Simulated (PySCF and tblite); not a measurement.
The numbers below are computed, except where a source is named.
Stationary points of C$_{6}$H$_{10}$Ge at B3LYP-D3(BJ)/def2-SVP, in Å:

Structure A

```
 1 C    -2.380   -0.912    2.866
 2 C    -1.360   -0.058    2.179
 3 C    -1.669    0.841    1.052
 4 C    -0.551    1.487    0.633
 5 Ge   -0.442    2.770   -0.814
 6 C     0.599    1.025    1.502
 7 C    -0.035    0.045    2.447
 8 H    -2.855   -1.612    2.157
 9 H    -1.931   -1.503    3.679
10 H    -3.189   -0.298    3.296
11 H    -2.670    0.955    0.628
12 H     1.405    0.563    0.900
13 H    -1.847    2.953   -1.423
14 H     0.530    2.284   -1.912
15 H     0.073    4.135   -0.305
16 H     1.074    1.871    2.034
17 H     0.506   -0.493    3.226
```

Structure B

```
 1 C    -2.444   -0.478    2.936
 2 C    -1.350    0.027    2.048
 3 C    -1.390    0.206    0.696
 4 C    -0.100    0.795    0.234
 5 Ge   -0.456    2.683   -0.334
 6 C     0.733    0.844    1.471
 7 C    -0.023    0.427    2.521
 8 H    -3.338   -0.755    2.358
 9 H    -2.117   -1.365    3.506
10 H    -2.741    0.283    3.678
11 H    -2.239   -0.005    0.043
12 H     0.368    0.309   -0.638
13 H    -1.398    2.679   -1.558
14 H     0.873    3.364   -0.734
15 H    -1.108    3.433    0.841
16 H     1.765    1.194    1.504
17 H     0.292    0.392    3.566
```

Structure C

```
 1 C    -1.504   -1.694    1.626
 2 C    -0.533   -0.802    0.905
 3 C    -0.779   -0.135   -0.308
 4 C     0.384    0.565   -0.717
 5 Ge    0.514    1.936   -2.088
 6 C     1.409    0.273    0.333
 7 C     0.798   -0.556    1.296
 8 H    -2.510   -1.631    1.183
 9 H    -1.189   -2.750    1.589
10 H    -1.585   -1.418    2.690
11 H    -1.710   -0.178   -0.875
12 H     1.368   -0.310   -0.839
13 H    -0.458    1.602   -3.235
14 H     1.961    1.982   -2.625
15 H     0.159    3.318   -1.502
16 H     2.380    0.766    0.393
17 H     1.293   -0.971    2.174
```

Geometries: B3LYP-D3(BJ)/def2-SVP; energies: PBE0/pcSseg-1 + D3(BJ); zero-point and thermal terms from GFN2-xTB harmonic modes (soft modes blended into free rotors).

Problem. Which structure is a saddle point, and along which motion?

Solution. C: one imaginary mode (1128i cm⁻¹ at GFN2-xTB, mostly on H12, C6, C4), along the shift of hydrogen on C4 from C4 to C6.

Problem. Give their symmetry and energies above the lowest.

Solution. A Cs, 2.4 kcal/mol; B C1, 0.0 kcal/mol; C C1, 28.8 kcal/mol.

Tunnelling of the moving H, left out here, will speed the real process. Spin–orbit effects of heavy atoms on shieldings are missing.
